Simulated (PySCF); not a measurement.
Calculated properties of `B[C@@H]1CC1=C`

Compound: C₄H₇B.
Geometry (PBE0-D3(BJ)/def2-SVP, Å), atoms numbered from 1 in this order:
```
atom  x, y, z in Å
B1    -1.0022    1.1196    0.6896
C2    -0.8361   -0.2388    0.0014
C3     0.2579   -1.2114    0.4882
C4     0.5381   -0.2894   -0.5861
C5     1.3624    0.2225   -1.4855
H6    -1.9035    1.8691    0.3897
H7    -0.1767    1.4743    1.5011
H8    -1.6321   -0.6639   -0.6205
H9     0.1162   -2.2660    0.2298
H10    0.6906   -1.0346    1.4789
H11    1.0449    1.0224   -2.1595
H12    2.3841   -0.1551   -1.5857
```

Structural features include: C=C double bond, three-coordinate boron and cyclopropane ring.

PBE0-D3(BJ)/def2-SVP geometry optimisation, gas phase (PySCF):

| Quantity | Value |
| --- | --- |
| Point group | C1 |
| Rotational constants A, B, C | 8.396, 4.757, 3.534 GHz |

PBE0/def2-SVPD ground state, ΔSCF and vertical TDDFT (core frozen in the response) (PySCF):

| Quantity | Value |
| --- | --- |
| Dipole moment | 1.15 D |
| HOMO energy | -7.68 eV |
| LUMO energy | -1.21 eV |
| HOMO–LUMO gap | 6.47 eV |
| Lowest singlet excitation | 5.30 eV (234 nm, f = 0.050) |
| Strongest line among the 10 lowest singlet transitions | S6 at 7.20 eV (172 nm, f = 0.307) |
| Lowest triplet excitation (Tamm–Dancoff) | 4.15 eV |
| Static isotropic polarisability | 63.6 au |
| Vertical ionisation energy | 9.76 eV |
| Electronic spatial extent ⟨r²⟩ about the centre of nuclear charge | 411 bohr² |

PBE0/pcSseg-1 ground state and GIAO shieldings, non-relativistic (PySCF):

| Quantity | Value |
| --- | --- |
| Lowest Hirshfeld atomic charge | -0.11 e on C2 |
| Highest Hirshfeld atomic charge | +0.13 e on B1 |
| 13C chemical shifts (computed TMS as zero) by class | 141.3 (C4), 114.6 (C5), 28.2 (C2), 19.1 (C3) ppm |
| 1H chemical shifts (computed TMS as zero) by class | 6.57 (H6/H7), 5.93 (H12), 5.65 (H11), 2.31 (H8), 1.87 (H9), 1.78 (H10) ppm |
| Isotropic shieldings of nuclei other than C and H, by class | 25 (B1) ppm |
| Mayer bond orders between heavy atoms | B1–C2 1.02, C2–C3 0.93, C3–C4 0.98, C4–C5 2.02, C4–C2 0.86 |

B3LYP/pcJ-1 indirect spin-spin coupling, non-relativistic, gas phase; spin–dipole term left out for some pairs (PySCF):

| Item | Value |
| --- | --- |
| Largest of the computed one-bond spin–spin couplings (means over like bonds) | 13C–1H +175.8 (C3–H10), 13C–1H +174.3 (C5–H11), 13C–1H +173.0 (C5–H12), 13C–1H +171.1 (C3–H9), 13C–1H +167.6 (C2–H8), 11B–1H +138.3 (B1–H6 and 1 like it), 13C–13C +106.5 (C4–C5), 13C–11B +63.2 (C2–B1) Hz |

Monoisotopic mass from the formula: 66.0641 u.

The vertical singlet–triplet gap S1 − T1 is 1.15 eV (TDDFT singlet less Tamm–Dancoff triplet; S1: HOMO→LUMO, weight 0.91; T1: HOMO→LUMO, weight 0.53, beside HOMO→LUMO+1, weight 0.41). The principal polarisabilities are 51.1, 62.8 and 76.8 au; their mean is the isotropic value. S1 lies 1.17 eV below the HOMO–LUMO gap; its leading configuration is HOMO→LUMO, weight 0.91. The largest Löwdin shares of the LUMO are 0.46 on B1, 0.12 on C2, 0.09 on H6 and 0.09 on H7. The ΔSCF ionisation energy exceeds −ε(HOMO) by 2.08 eV with PBE0.

 NMR classes are plain means over equivalent atoms (diastereotopic ones count apart unless rotation or inversion swaps them), as if these changed places fast; in this geometry the members of some classes differ.

One conformer stands for the species.
